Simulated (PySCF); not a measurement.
Fractional electron number in Zr (zirconium, neutral)

The 5s beta orbital of [Kr] 4d2 5s2 is emptied in steps (occupation f), with all orbitals relaxed, ending at [Kr] 4d2 5s1. Computed with PySCF 2.14 in aug-cc-pVDZ-PP with ECP28MDF, with scalar relativity through the core potential. The exact energy is a straight line in f; departures are measured from the line between the end points of the same method.

Problem. Among PBE0, r2SCAN, LC-wPBE, which shows the largest delocalisation error (convex curve), and which is closest to linear?

Solution. Most convex: r2SCAN (-0.475 eV at f = 0.5); closest to linear: LC-wPBE (0.033 eV).

```tsv
f	PBE0 (eV)	r2SCAN (eV)	LC-wPBE (eV)
1	0.000	0.000	0.000
0.9	-0.155	-0.183	0.014
0.7	-0.363	-0.415	0.030
0.5	-0.431	-0.475	0.033
0.3	-0.360	-0.376	0.024
0.1	-0.148	-0.142	0.011
0	0.000	0.000	0.000
```

```json
{"method": "PBE0", "E(f=0) − E(f=1) (eV)": "6.323", "−ε at f=1 (eV)": "4.597", "−ε at f=0.5 (eV)": "6.329"}
{"method": "r2SCAN", "E(f=0) − E(f=1) (eV)": "6.166", "−ε at f=1 (eV)": "4.107", "−ε at f=0.5 (eV)": "6.270"}
{"method": "LC-wPBE", "E(f=0) − E(f=1) (eV)": "6.084", "−ε at f=1 (eV)": "6.242", "−ε at f=0.5 (eV)": "6.065"}
```

As f goes to zero the orbital energy of a semilocal functional can turn back, because the density of that orbital vanishes from the exchange-correlation potential.

Reference removal energy between the ground levels: 6.634 eV (measured; NIST Atomic Spectra Database, ionization energies). The calculation has no spin-orbit coupling.
